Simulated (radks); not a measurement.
Task: The chlorine ion Cl12+ is in [He] 2s2 2p1. All-electron calculation, scalar-relativistic Kohn-Sham, PBEsol, spin-polarised, spherical densities, finite nucleus; Fermi nuclear charge, rms radius of each element as measured or else 0.836 A^(1/3) + 0.57 fm. Program: a radial shooting solver on a logarithmic mesh with Libxc functionals. Open shells are filled with parallel spins first. One electron is removed from 2s, 1s, 2p in turn, with full relaxation. Which removal costs least, and what does each cost?

Result: 2p 654.80 eV; 2s 680.39 eV; 1s 3380.8 eV. The 2p electron leaves first.
